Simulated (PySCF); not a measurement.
Spectra and structures to be paired. The calculation used TDDFT PBE0/def2-SVPD, vertical, gas phase, core orbitals frozen in the response in PySCF. Geometries: GFN2-xTB; one conformer of each isolated species. Triplets are in the Tamm–Dancoff approximation.

A. `O=CCC(F)(F)F`
B. `Cl[C@@H]1C[SiH2]1`
C. `CS[SiH2]F`

Lowest singlet levels (six at most, fewer where fewer were computed) with oscillator strengths:

1. 219 nm (f 0.095); 204 nm (f 0.070); 198 nm (f 0.002); 194 nm (f 0.029); 183 nm (f 0.026); 178 nm (f 0.015); T1 4.55 eV
2. 225 nm (f 0.007); 198 nm (f 0.031); 189 nm (f 0.023); 176 nm (f 0.014); 174 nm (f 0.008); 167 nm (f 0.015); T1 5.06 eV
3. 289 nm (f 0.000); 160 nm (f 0.005); 150 nm (f 0.058); 145 nm (f 0.016); 142 nm (f 0.025); 139 nm (f 0.019); T1 3.63 eV

Problem. Which spectrum belongs to which structure?

Solution. 1 = B, 2 = C, 3 = A.
- A: S1 at 4.30 eV, HOMO→LUMO (99%); S1 has the pattern of n→π* at C=O; HOMO -8.25 and LUMO -1.51 eV.
- B: S1 at 5.67 eV, HOMO→LUMO (69%), HOMO→LUMO+1 (27%); Löwdin shares by element: HOMO carbon 39%, chlorine 27%, silicon 24%; LUMO silicon 39%, chlorine 13%, carbon 11% or more, hydrogen 11% or more (atoms not listed hold the other 26%); HOMO -7.00 and LUMO -0.30 eV.
- C: S1 at 5.51 eV, HOMO→LUMO (93%); Löwdin shares by element: HOMO sulfur 72%, carbon 11%, silicon 9%; LUMO silicon 30%, sulfur 28%, carbon 10%, hydrogen 10% or more (atoms not listed hold the other 21%); HOMO -7.22 and LUMO -0.32 eV.
